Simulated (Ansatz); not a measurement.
Basis-set extrapolation for `O[SiH2]OBF` (PBE0-D4/def2-TZVP geometry, frozen core, Ansatz 0.2.0). Multiplicity 1, RHF reference.

|  | def2-TZVPP | def2-QZVPP |
| --- | --- | --- |
| HF | -565.466279 | -565.489265 |
| MP2 correlation | -0.937186 | -1.016592 |
| CCSD(T) correlation | -0.993028 | not run |

Energies in hartree. Use E(X) = E(∞) + A·exp(−7.88·√X) for Hartree–Fock and E(X) = E(∞) + B·X^(−2.97) for correlation, with X = 3 and 4, and add CCSD(T) minus MP2 of the smaller set to the MP2 limit.

Question: What is the CCSD(T) energy at the basis-set limit?

Answer: HF limit: -565.489265 + (-0.022986) × 0.13774 = -565.49243. MP2 limit: -1.016592 + (-0.079406) × 0.74074 = -1.07541. Higher-order term: -0.993028 − (-0.937186) = -0.05584. Total: -566.62368 hartree, 431.6 kJ/mol below CCSD(T)/def2-TZVPP.
